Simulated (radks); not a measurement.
Results of a calculation; reference values are marked as such.
Ionisation ladder of zirconium, from Zr22+ to Zr39+. Each ion is in the ground configuration listed by NIST, and IE = E(next ion) - E(this ion), with E = 0 for the bare nucleus. Level of theory: scalar-relativistic Kohn-Sham, PBEsol, spin-polarised, spherical densities, finite nucleus; open shells are filled with parallel spins first (spin-orbit coupling, left out, can overturn this in heavy ions); Fermi nuclear charge, rms radius 4.2694 fm (a radial shooting solver on a logarithmic mesh with Libxc functionals).

species  configuration  IE, Delta-SCF (eV)  -e(HOMO) (eV)     HOMO
Zr22+             [Ar]              1098.7         1071.9       3p
Zr23+     [Ne] 3s2 3p5              1153.0         1126.1  3p down
Zr24+     [Ne] 3s2 3p4              1206.7         1180.3  3p down
Zr25+     [Ne] 3s2 3p3              1278.5         1250.3    3p up
Zr26+     [Ne] 3s2 3p2              1335.4         1307.3    3p up
Zr27+     [Ne] 3s2 3p1              1391.7         1364.0    3p up
Zr28+         [Ne] 3s2              1523.8         1499.1       3s
Zr29+         [Ne] 3s1                   ?         1560.4    3s up
Zr30+             [Ne]              3814.1         3735.3       2p
Zr31+     [He] 2s2 2p5              3973.2         3894.6  2p down
Zr32+     [He] 2s2 2p4                   ?         4053.2  2p down
Zr33+     [He] 2s2 2p3              4346.9         4263.6    2p up
Zr34+     [He] 2s2 2p2              4515.0         4431.8    2p up
Zr35+     [He] 2s2 2p1              4680.6         4599.2    2p up
Zr36+         [He] 2s2              4988.9         4927.5       2s
Zr37+         [He] 2s1              5150.7         5088.7    2s up
Zr38+             [He]                   ?          21282       1s
Zr39+              1s1                   ?          21976    1s up

Estimate the withheld Delta-SCF values.

Answer. Zr29+: 1585.4 eV (NIST 1582.4); Zr32+: 4130.3 eV (NIST 4127); Zr38+: 21534 eV (NIST 21516.5); Zr39+: 22232 eV (NIST 22236.7).
